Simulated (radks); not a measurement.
All-electron atom: Pb3+ in [Xe] 4f14 5d10 6s1. Calculated with a radial shooting solver on a logarithmic mesh with Libxc functionals: scalar-relativistic Kohn-Sham, PBE, spin-polarised, spherical densities, finite nucleus; open shells are filled with parallel spins first (spin-orbit coupling, left out, can overturn this in heavy ions); Fermi nuclear charge, rms radius 5.5012 fm.

Local quantities along the radius. ELF = 1/(1 + alpha^2) is the electron localisation function; alpha = (tau - tau_W)/tau_unif compares the Pauli kinetic energy density with that of the uniform gas (summed over spins); r v_xc is r times the local exchange-correlation potential of spin up (hartree bohr); 4 pi r^2 rho is in e/bohr. tau is taken from the large components.

r (bohr),ELF,alpha,r v_xc,4 pi r^2 rho
0.000715,1.000,0.02082,-0.1315,7.568
0.0008324,1.000,0.02145,-0.1381,9.479
0.000969,1.000,0.02225,-0.1460,11.83
0.001119,0.999,0.02320,-0.1551,14.54
0.001303,0.999,0.02445,-0.1664,18.01
0.001517,0.999,0.02602,-0.1797,22.18
0.001766,0.999,0.02800,-0.1949,27.15
0.002056,0.999,0.03051,-0.2123,33.02
0.002393,0.999,0.03371,-0.2317,39.83
0.002764,0.999,0.03760,-0.2520,47.17
0.003217,0.998,0.04294,-0.2754,55.81
0.003745,0.998,0.05003,-0.3005,65.22
0.00436,0.996,0.05965,-0.3271,75.15
0.005076,0.995,0.07298,-0.3548,85.18
0.005909,0.992,0.09189,-0.3830,94.75
0.006825,0.986,0.1177,-0.4095,102.8
0.007945,0.976,0.1580,-0.4363,109.4
0.009249,0.954,0.2198,-0.4609,113.6
0.01077,0.909,0.3159,-0.4824,114.7
0.01254,0.822,0.4651,-0.5001,112.9
0.01459,0.679,0.6875,-0.5142,109.0
0.01699,0.509,0.9813,-0.5254,104.5
0.01962,0.386,1.262,-0.5354,101.7
0.02284,0.334,1.413,-0.5532,102.7
0.02659,0.367,1.313,-0.5940,109.2
0.03096,0.476,1.049,-0.6626,121.3
0.03604,0.613,0.7946,-0.7427,136.3
0.04195,0.712,0.6368,-0.8154,149.5
0.04845,0.742,0.5892,-0.8670,155.5
0.0564,0.700,0.6547,-0.8973,151.9
0.06566,0.572,0.8658,-0.9031,139.9
0.07644,0.413,1.193,-0.8965,126.9
0.08899,0.349,1.367,-0.9126,121.5
0.1036,0.428,1.155,-1.0000,127.9
0.1196,0.584,0.8445,-1.117,139.7
0.1393,0.699,0.6566,-1.211,145.8
0.1622,0.696,0.6604,-1.237,135.4
0.1888,0.544,0.9162,-1.192,111.4
0.2198,0.330,1.426,-1.117,88.90
0.2558,0.306,1.506,-1.138,82.15
0.2955,0.484,1.032,-1.298,89.51
0.344,0.671,0.7004,-1.440,97.51
0.4004,0.717,0.6277,-1.492,92.04
0.4662,0.641,0.7483,-1.435,72.74
0.5427,0.459,1.085,-1.309,50.41
0.6318,0.318,1.465,-1.194,35.00
0.7355,0.366,1.317,-1.191,28.13
0.8494,0.544,0.9162,-1.255,25.40
0.9889,0.666,0.7079,-1.284,22.22
1.151,0.664,0.7111,-1.252,17.47
1.34,0.582,0.8470,-1.175,12.20
1.56,0.465,1.072,-1.077,7.684
1.816,0.358,1.340,-0.9684,4.435
2.098,0.282,1.595,-0.8494,2.430
2.442,0.223,1.865,-0.7021,1.162
2.843,0.171,2.202,-0.5770,0.4841
3.309,0.118,2.736,-0.5132,0.1691
3.853,0.066,3.758,-0.4418,0.04717
4.485,0.027,6.031,-0.3152,0.009892
5.18,0.008,11.37,-0.1908,0.001640
6.03,0.001,27.91,-0.09527,0.0001662

On this mesh the ELF has minima near r = 0.023, 0.089, 0.26, 0.63 bohr, which separate the shells, and maxima near 0.048 (0.74), 0.14 (0.70), 0.40 (0.72), 0.99 (0.67).
